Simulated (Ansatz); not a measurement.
Geometry optimisation, RKS B3LYP/6-31G* (Ansatz).

Input file:

```yaml
crystal:
  periodic: [false, false, false]
  atoms:
    - { symbol: C, position_ang: [-0.79258, 1.75108, 0.53874] }
    - { symbol: S, position_ang: [-0.18121, 0.67743, 1.57004] }
    - { symbol: O, position_ang: [0.32624, -0.53829, 0.7888] }
    - { symbol: Si, position_ang: [0.63386, -1.44491, -0.65427] }
    - { symbol: H, position_ang: [-1.1822, 2.66818, 0.9487] }
    - { symbol: H, position_ang: [-0.84097, 1.62832, -0.5304] }
    - { symbol: H, position_ang: [-0.52721, -2.31367, -0.60144] }
    - { symbol: H, position_ang: [0.67817, -0.3687, -1.63288] }
    - { symbol: H, position_ang: [1.92437, -2.08244, -0.40463] }
total_charge: 1
basis:
  gaussian: { orbitals: "6-31G*" }
hamiltonian:
  xc: b3lyp
relax:
  f_tol: 0.015
  max_steps: 40
```

Launched with:

```bash
$ ansatz run input.yaml --threads 1 --pin off --max-ram 2048MiB --backend cpu --events-out ev --progress --plain --runs-dir out
```

Where does it end, and by what steps?

The run converged. The force dipped under the threshold on the way, but the program's further checks kept it going. Limits of this set-up: the dipole of an ion depends on the origin. After 27 steps the energy has fallen by 0.157 eV; H7 moved furthest, 0.64 Å.

```tsv
step	energy less start (eV)	largest force component (eV/Å)	accepted
0	0.0000	0.710	yes
1	-0.1025	0.586	yes
2	-0.1184	0.283	yes
3	-0.1243	0.221	yes
4	-0.1224	0.572	no
5	-0.1334	0.118	yes
6	-0.1414	0.105	yes
7	-0.1477	0.084	yes
8	-0.1465	0.127	no
9	-0.1490	0.050	yes
10	-0.1510	0.057	yes
11	-0.1524	0.057	yes
12	-0.1528	0.107	yes
13	-0.1539	0.077	yes
14	-0.1505	0.112	no
15	-0.1551	0.035	yes
16	-0.1553	0.027	yes
17	-0.1560	0.067	yes
18	-0.1564	0.124	yes
19	-0.1566	0.083	yes
20	-0.1567	0.067	yes
21	-0.1564	0.119	no
22	-0.1571	0.018	yes
23	-0.1569	0.062	no
24	-0.1571	0.010	yes
25	-0.1572	0.011	yes
26	-0.1572	0.018	yes
27	-0.1573	0.013	yes
```

```xyz
9
Properties=species:S:1:pos:R:3
C -0.912 1.602 0.518
S 0.079 0.851 1.546
O 0.727 -0.433 0.918
Si 0.676 -1.327 -0.612
H -1.387 2.503 0.907
H -1.130 1.283 -0.499
H -0.736 -1.730 -0.773
H 1.100 -0.354 -1.639
H 1.622 -2.418 -0.344
```

Whether the end is a true minimum wasn't checked by a vibrational analysis.

Run time: 95 s on 1 thread of Arm Neoverse V2 (shared host), peak memory 0.15 GiB.
